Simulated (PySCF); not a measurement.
Compound: C₇H₁₁OP.
Bonds: C1–C2, C2–C3, C2–C4, C2–C5, C5–C6 (aromatic), C6–P7 (aromatic), P7–C8 (aromatic), C8–O9 (aromatic), C5–O9 (aromatic). Hydrogens: H10, H11, H12 on C1; H13, H14, H15 on C3; H16, H17, H18 on C4; H19 on C6; H20 on C8.

The same species was optimised twice, with GFN2-xTB and with PBE0-D3(BJ)/def2-SVP (PySCF), and the same property calculations (PySCF, gas phase) were run on both structures.

| coordinate | GFN2-xTB | PBE0-D3(BJ)/def2-SVP | change |
| --- | --- | --- | --- |
| C6–P7 (Å) | 1.766 | 1.782 | +0.016 |
| C5–O9 (Å) | 1.341 | 1.352 | +0.011 |
| C8–O9 (Å) | 1.337 | 1.342 | +0.005 |
| C5–C6 (Å) | 1.360 | 1.362 | +0.002 |
| C2–C5 (Å) | 1.508 | 1.507 | -0.001 |
| C2–C3 (Å) | 1.534 | 1.535 | +0.001 |
| C1–C2 (Å) | 1.528 | 1.527 | -0.001 |
| C2–C4 (Å) | 1.535 | 1.535 | 0.000 |
| P7–C8 (Å) | 1.706 | 1.707 | +0.001 |
| C2–C5–C6 (°) | 130.0 | 132.0 | +2.0 |
| C2–C5–O9 (°) | 115.9 | 114.7 | -1.2 |
| C1–C2–C5 (°) | 110.9 | 109.8 | -1.1 |
| C5–O9–C8 (°) | 111.7 | 112.5 | +0.8 |
| C6–C5–O9 (°) | 114.0 | 113.3 | -0.7 |
| C4–C2–C5 (°) | 108.3 | 108.9 | +0.6 |
| C3–C2–C5 (°) | 108.5 | 108.9 | +0.4 |
| P7–C8–O9 (°) | 115.8 | 115.6 | -0.2 |
| C1–C2–C5–C6 (°) | -2 | -1 | +1 |

Rotational constants: A = 2868, B = 937.2, C = 835.3 MHz (GFN2-xTB) against A = 2861, B = 929.6, C = 829.4 MHz (PBE0-D3(BJ)/def2-SVP).

On the GFN2-xTB structure: HOMO (eV) -6.64 [PBE0/pcSseg-1]; LUMO (eV) -0.72 [PBE0/pcSseg-1]; dipole (D) 1.87 [PBE0/pcSseg-1]; GIAO shielding of C1/C3/C4 (mean) (ppm) 156.2 [PBE0/pcSseg-1]; GIAO shielding of C2 (ppm) 149.4 [PBE0/pcSseg-1]; GIAO shielding of C5 (ppm) 9.1 [PBE0/pcSseg-1]; GIAO shielding of C6 (ppm) 65.1 [PBE0/pcSseg-1]; GIAO shielding of P7 (ppm) 184.3 [PBE0/pcSseg-1]; GIAO shielding of C8 (ppm) -0.8 [PBE0/pcSseg-1]; GIAO shielding of O9 (ppm) -19.6 [PBE0/pcSseg-1].

Question: What do these properties become on the PBE0-D3(BJ)/def2-SVP structure?

Answer: 
```tsv
property	level	on GFN2-xTB	on PBE0-D3(BJ)/def2-SVP	change
HOMO (eV)	PBE0/pcSseg-1	-6.64	-6.66	-0.02
LUMO (eV)	PBE0/pcSseg-1	-0.72	-0.74	-0.02
dipole (D)	PBE0/pcSseg-1	1.87	1.87	0.00
energy, GFN2-xTB geometry as zero (kcal/mol)	PBE0/pcSseg-1	0.0	-0.8	-0.8
GIAO shielding of C1/C3/C4 (mean) (ppm)	PBE0/pcSseg-1	156.2	153.9	-2.3
GIAO shielding of C2 (ppm)	PBE0/pcSseg-1	149.4	149.2	-0.2
GIAO shielding of C5 (ppm)	PBE0/pcSseg-1	9.1	8.1	-1.0
GIAO shielding of C6 (ppm)	PBE0/pcSseg-1	65.1	63.3	-1.8
GIAO shielding of P7 (ppm)	PBE0/pcSseg-1	184.3	183.3	-1.0
GIAO shielding of C8 (ppm)	PBE0/pcSseg-1	-0.8	-2.4	-1.6
GIAO shielding of O9 (ppm)	PBE0/pcSseg-1	-19.6	-29.0	-9.4
```

The heavy atoms differ by 0.016 Å rms after alignment. Among bonds between heavy atoms C6–P7 changes most (+0.016 Å). Changes are differences of the printed values. Neither structure is proved a minimum here.

The values belong to the conformer `[CH3:1][C:2]([CH3:3])([CH3:4])[c:5]1[cH:6][p:7][cH:8][o:9]1`: C1–C2–C5–C6 -1°.
